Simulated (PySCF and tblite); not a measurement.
C8H18O, numbered as in [CH3:1][C:2]([CH3:3])([CH3:4])[O:5][C:6]([CH3:7])([CH3:8])[CH3:9].

Conformers came from 90 starts (ETKDG and KDG, MMFF94s, GFN2-xTB); geometries are GFN2-xTB. Weights use PBE0-D3(BJ)/pcSseg-1 (IEF-PCM, chloroform) energies plus GFN2-xTB zero-point and thermal terms (modes under about 100 cm⁻¹ blended into free rotors). Symmetry numbers and mirror images are counted. Conformers within 3 kcal/mol (GFN2-xTB free energy) were kept, 10 at most. GIAO shieldings: PBE0/pcSseg-1 (IEF-PCM, chloroform). Shifts are against TMS (¹H), TMS (¹³C) at the same level. Codes: tblite and PySCF.

Torsions listed: C1–C2–O5–C6, C2–O5–C6–C7. Of a mirror pair one member is shown.

| conformer | shape | weight % | dipole D |
| --- | --- | --- | --- |
| 1 | 47°, 165° | 100.0 | 1.53 |

(1) How do the computed shifts compare with measured ones?

Answers

(1) 
| nucleus | signal | leading conformer | average | measured | medium |
| --- | --- | --- | --- | --- | --- |
| ¹³C | C1/C3/C4/C7/… | 34.0 | 34.0 | 33.8 | not stated per compound (mostly CDCl3 or CCl4) |
| ¹³C | C2/C6 | 76.3 | 76.3 | 76.3 | not stated per compound (mostly CDCl3 or CCl4) |

Measured values: Pretsch, Buehlmann, Badertscher, Structure Determination of Organic Compounds, 4th ed. (2009). Mean difference for ¹³C: 0.10 ppm, scatter 0.10 ppm. The computed shifts are unscaled and lack vibrational corrections.
